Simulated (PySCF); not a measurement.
A structure optimised at PBE0-D3(BJ)/def2-SVP (Å):
```
C 
O   1  1.4036
C   2  1.3900  1  115.86
C   3  1.5141  2  112.12  1   -92.60
F   4  1.3710  3  109.53  2    64.61
O   3  1.3954  2  108.98  1   151.10
C   6  1.3736  3  115.29  2   -62.67
F   7  1.3685  6  110.85  3   -70.70
H   1  1.1018  2  112.04  3    68.63
H   1  1.0983  2  107.19  3  -171.77
H   1  1.1067  2  111.42  3   -53.07
H   3  1.1105  2  109.61  1    29.89
H   4  1.1014  3  110.03  2  -174.89
H   4  1.1020  3  108.60  2   -54.97
H   7  1.1001  6  106.71  3   170.93
H   7  1.1028  6  111.17  3    49.17
```
Z-matrix in Å and degrees, rows numbered from 1.

Charge 0, singlet.

Which heavy atoms are bonded, and with what formal order?

C1–O2 (single); O2–C3 (single); C3–C4 (single); C4–F5 (single); C3–O6 (single); O6–C7 (single); C7–F8 (single). Hydrogens: H9, H10, H11 on C1; H12 on C3; H13, H14 on C4; H15, H16 on C7.

Which species is it?

`CO[C@H](CF)OCF`, C4H8F2O2. Among its features: ether and C–F bond.

What is the point group of this geometry?

C1 (no symmetry element, even within 0.4 Å).

Describe the place of each heavy atom.

C1: methoxy carbon; O2: ether oxygen; C3: sp3 carbon bearing two oxygens; C4: sp3 C–F carbon; F5: alkyl fluorine; O6: ether oxygen; C7: sp3 C–F carbon; F8: alkyl fluorine.

What is the arrangement about O2?

It has 2 neighbours (C1, C3) and is bent (angle 115.9°).

What is the arrangement about C7?

It has 4 neighbours (O6, F8, H15, H16) and is tetrahedral (angles from 106.7° to 111.5°).

These are computed values.
